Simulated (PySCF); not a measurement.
C6H16N (SMILES CC[NH+](CC)CC), charge +1, singlet, geometry from GFN2-xTB; M062X/STO-3G run with PySCF.

Here is a job for PySCF.
```python
from pyscf import gto, scf, dft

mol = gto.M(
    atom='''
C     0.079666    2.539458   -0.623977
C     0.723640    1.163841   -0.647838
N     0.044079    0.220196    0.288025
C     0.973082   -0.825813    0.815530
C     1.537329   -1.748276   -0.250973
C    -1.203839   -0.337405   -0.305066
C    -2.097264   -0.999560    0.729529
H    -0.952055    2.520975   -0.964470
H     0.114293    2.972000    0.373886
H     0.629815    3.199799   -1.288421
H     0.689082    0.739934   -1.652066
H     1.768026    1.252526   -0.343486
H    -0.249098    0.776986    1.100143
H     0.433760   -1.410088    1.562081
H     1.790760   -0.307072    1.320892
H     2.070344   -1.201219   -1.022828
H     0.769290   -2.361335   -0.712810
H     2.245857   -2.421608    0.223903
H    -1.744551    0.488961   -0.768491
H    -0.926282   -1.044347   -1.086790
H    -1.668091   -1.916545    1.122555
H    -3.042600   -1.259077    0.261105
H    -2.312795   -0.324733    1.555395
''',
    basis='sto-3g',
    charge=1,
    spin=0,
    verbose=4,
)

mf = dft.RKS(mol)
mf.xc = 'm062x'
mf.kernel()
```

Output, abridged:

```
PySCF version 2.14.0

[INPUT] verbose = 4
[INPUT] num. atoms = 23
[INPUT] num. electrons = 58
[INPUT] charge = 1
[INPUT] spin (= nelec alpha-beta = 2S) = 0
[INPUT] symmetry False subgroup None
[INPUT] Mole.unit = angstrom
[INPUT] Symbol           X                Y                Z      unit          X                Y                Z       unit  Magmom
[INPUT]  1 C      0.079666000000   2.539458000000  -0.623977000000 AA    0.150546921440   4.798880124836  -1.179145638028 Bohr   0.0
[INPUT]  2 C      0.723640000000   1.163841000000  -0.647838000000 AA    1.367481412780   2.199340742540  -1.224236393086 Bohr   0.0
[INPUT]  3 N      0.044079000000   0.220196000000   0.288025000000 AA    0.083297237845   0.416110133725   0.544288367028 Bohr   0.0
[INPUT]  4 C      0.973082000000  -0.825813000000   0.815530000000 AA    1.838858476744  -1.560560400105   1.541128346367 Bohr   0.0
[INPUT]  5 C      1.537329000000  -1.748276000000  -0.250973000000 AA    2.905130773351  -3.303762830150  -0.474270234660 Bohr   0.0
[INPUT]  6 C     -1.203839000000  -0.337405000000  -0.305066000000 AA   -2.274926008070  -0.637603043059  -0.576491189917 Bohr   0.0
[INPUT]  7 C     -2.097264000000  -0.999560000000   0.729529000000 AA   -3.963254570910  -1.888894645070   1.378610009928 Bohr   0.0
[INPUT]  8 H     -0.952055000000   2.520975000000  -0.964470000000 AA   -1.799123205523   4.763952316875  -1.822584155359 Bohr   0.0
[INPUT]  9 H      0.114293000000   2.972000000000   0.373886000000 AA    0.215982467955   5.616266042207   0.706542141809 Bohr   0.0
[INPUT] 10 H      0.629815000000   3.199799000000  -1.288421000000 AA    1.190177859143   6.046743763657  -2.434762823138 Bohr   0.0
[INPUT] 11 H      0.689082000000   0.739934000000  -1.652066000000 AA    1.302176257368   1.398272610254  -3.121952279706 Bohr   0.0
[INPUT] 12 H      1.768026000000   1.252526000000  -0.343486000000 AA    3.341084921110   2.366931103897  -0.649094467622 Bohr   0.0
[INPUT] 13 H     -0.249098000000   0.776986000000   1.100143000000 AA   -0.470726998177   1.468290742621   2.078968967857 Bohr   0.0
[INPUT] 14 H      0.433760000000  -1.410088000000   1.562081000000 AA    0.819687603791  -2.664680131536   2.951905274387 Bohr   0.0
[INPUT] 15 H      1.790760000000  -0.307072000000   1.320892000000 AA    3.384045954826  -0.580281980522   2.496124120129 Bohr   0.0
[INPUT] 16 H      2.070344000000  -1.201219000000  -1.022828000000 AA    3.912383143637  -2.269974925624  -1.932864792537 Bohr   0.0
[INPUT] 17 H      0.769290000000  -2.361335000000  -0.712810000000 AA    1.453747410367  -4.462276438350  -1.347015678851 Bohr   0.0
[INPUT] 18 H      2.245857000000  -2.421608000000   0.223903000000 AA    4.244054644937  -4.576175901056   0.423115348468 Bohr   0.0
[INPUT] 19 H     -1.744551000000   0.488961000000  -0.768491000000 AA   -3.296723600336   0.924002375593  -1.452237519193 Bohr   0.0
[INPUT] 20 H     -0.926282000000  -1.044347000000  -1.086790000000 AA   -1.750419294114  -1.973529809011  -2.053735454916 Bohr   0.0
[INPUT] 21 H     -1.668091000000  -1.916545000000   1.122555000000 AA   -3.152235140852  -3.621745155405   2.121321509761 Bohr   0.0
[INPUT] 22 H     -3.042600000000  -1.259077000000   0.261105000000 AA   -5.749680706602  -2.379310699739   0.493416939755 Bohr   0.0
[INPUT] 23 H     -2.312795000000  -0.324733000000   1.555395000000 AA   -4.370549132263  -0.613656433608   2.939270565518 Bohr   0.0

nuclear repulsion = 351.97020588215
number of shells = 37
number of NR pGTOs = 153
number of NR cGTOs = 51
basis = sto-3g
ecp = {}

******** <class 'pyscf.dft.rks.RKS'> ********
method = RKS
initial guess = minao
damping factor = 0
level_shift factor = 0
DIIS = <class 'pyscf.scf.diis.CDIIS'>
diis_start_cycle = 1
diis_space = 8
diis_damp = 0
SCF conv_tol = 1e-09
SCF conv_tol_grad = None
SCF max_cycles = 50
direct_scf = True
direct_scf_tol = 1e-13
XC library pyscf.dft.libxc version 7.1.2
    S. Lehtola, C. Steigemann, M. J. T. Oliveira, and M. A. L. Marques,  SoftwareX 7, 1–5 (2018)
XC functionals = m062x
    Y. Zhao and D. G. Truhlar,  Theor. Chem. Acc. 120, 215 (2008)
    Y. Zhao and D. G. Truhlar,  Theor. Chem. Acc. 120, 215 (2008)
radial grids:
    Treutler-Ahlrichs [JCP 102, 346 (1995); DOI:10.1063/1.469408] (M4) radial grids

becke partition: Becke, JCP 88, 2547 (1988); DOI:10.1063/1.454033
pruning grids: <function nwchem_prune>
grids dens level: 3
symmetrized grids: False
atomic radii adjust function: <function treutler_atomic_radii_adjust>
small_rho_cutoff = 0
Set gradient conv threshold to 3.16228e-05
Initial guess from minao.
tot grids = 255544
init E= -290.415239561874
  HOMO = -0.343249749976116  LUMO = 0.225004763290363  gap/eV = 15.46299
cycle= 1 E= -289.268400063801  delta_E= 1.15  |g|= 0.323  |ddm|= 5.42
  HOMO = -0.565201453371294  LUMO = 0.0336162152556796  gap/eV = 16.29466
cycle= 2 E= -289.292113605022  delta_E= -0.0237  |g|= 0.215  |ddm|= 0.713
  HOMO = -0.559240076659985  LUMO = 0.103847033574957  gap/eV = 18.04352
cycle= 3 E= -289.305308684244  delta_E= -0.0132  |g|= 0.0294  |ddm|=  0.3
  HOMO = -0.559367119686045  LUMO = 0.10255228313425  gap/eV = 18.01174
cycle= 4 E= -289.30554078101  delta_E= -0.000232  |g|= 0.011  |ddm|= 0.0471
  HOMO = -0.559805458044355  LUMO = 0.101547180658294  gap/eV = 17.99632
cycle= 5 E= -289.305576013057  delta_E= -3.52e-05  |g|= 0.000679  |ddm|= 0.0142
  HOMO = -0.559839341202748  LUMO = 0.101515110476819  gap/eV = 17.99637
cycle= 6 E= -289.305576165657  delta_E= -1.53e-07  |g|= 0.000124  |ddm|= 0.00105
  HOMO = -0.559820123183654  LUMO = 0.101538761881496  gap/eV = 17.99649
cycle= 7 E= -289.305576170824  delta_E= -5.17e-09  |g|= 3.23e-05  |ddm|= 0.00022
  HOMO = -0.559824044375817  LUMO = 0.101533635972029  gap/eV = 17.99646
cycle= 8 E= -289.305576171168  delta_E= -3.44e-10  |g|= 2.09e-06  |ddm|= 4.69e-05
  HOMO = -0.559823759847116  LUMO = 0.101534369763672  gap/eV = 17.99647
Extra cycle  E= -289.305576171172  delta_E= -3.52e-12  |g|= 8.76e-07  |ddm|= 4.64e-06
converged SCF energy = -289.305576171172
```
